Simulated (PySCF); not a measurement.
thionyl fluoride (F2OS), SMILES O=S(F)F.

Geometry optimised at PBE0-D3(BJ)/def2-TZVP.

Computed with M06-2X/def2-TZVPD (PySCF).

Symmetry labels are those of the subgroup Cs that the program uses (full group Cs).

Computed valence orbital energies around the gap with their symmetry:
```csv
orbital,symmetry,energy (eV)
HOMO−7,A',-18.11
HOMO−6,A',-17.41
HOMO−5,A',-16.01
HOMO−4,A",-16.01
HOMO−3,A",-15.22
HOMO−2,A',-13.70
HOMO−1,A",-12.82
HOMO,A',-11.25
LUMO,A",-0.44
LUMO+1,A',0.29
LUMO+2,A',0.38
LUMO+3,A',0.75
```
